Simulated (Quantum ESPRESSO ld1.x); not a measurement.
Task: The indium ion In+, 48 electrons, occupied as [Kr] 4d10 5s2. Calculated with ld1.x of Quantum ESPRESSO 7.5: Dirac Kohn-Sham, LDA (Slater exchange, Perdew-Zunger correlation), spin-unpolarised, spherical densities, point nucleus; speed of light set to 116.481 atomic units (0.85 times the physical value, a model run). Some entries of the table are withheld. Estimate them.

| orbital | occ. | eigenvalue (Ry) | <1/r> (bohr^-1) |
|---|---|---|---|
| 1s1/2 | 2 | -2065.84 | 53.31 |
| 2s1/2 | 2 | -312.555 | 12.41 |
| 2p1/2 | 2 | (1) | 12.38 |
| 2p3/2 | 4 | (2) | 11.23 |
| 3s1/2 | 2 | -59.8156 | 4.334 |
| 3p1/2 | 2 | (3) | (4) |
| 3p3/2 | 4 | (5) | (6) |
| 3d3/2 | 4 | (7) | 3.798 |
| 3d5/2 | 6 | (8) | 3.728 |
| 4s1/2 | 2 | -9.61287 | 1.683 |
| 4p1/2 | 2 | -6.84286 | 1.561 |
| 4p3/2 | 4 | -6.13217 | 1.469 |
| 4d3/2 | 4 | (9) | 1.151 |
| 4d5/2 | 6 | (10) | 1.126 |
| 5s1/2 | 2 | (11) | 0.5314 |

Result: 
(1) 2p1/2 eigenvalue (Ry): -291.495
(2) 2p3/2 eigenvalue (Ry): -269.372
(3) 3p1/2 eigenvalue (Ry): -51.3589
(4) 3p1/2 <1/r> (bohr^-1): 4.239
(5) 3p3/2 eigenvalue (Ry): -47.3510
(6) 3p3/2 <1/r> (bohr^-1): 3.957
(7) 3d3/2 eigenvalue (Ry): -32.6273
(8) 3d5/2 eigenvalue (Ry): -31.8349
(9) 4d3/2 eigenvalue (Ry): -1.95014
(10) 4d5/2 eigenvalue (Ry): -1.86232
(11) 5s1/2 eigenvalue (Ry): -1.14810
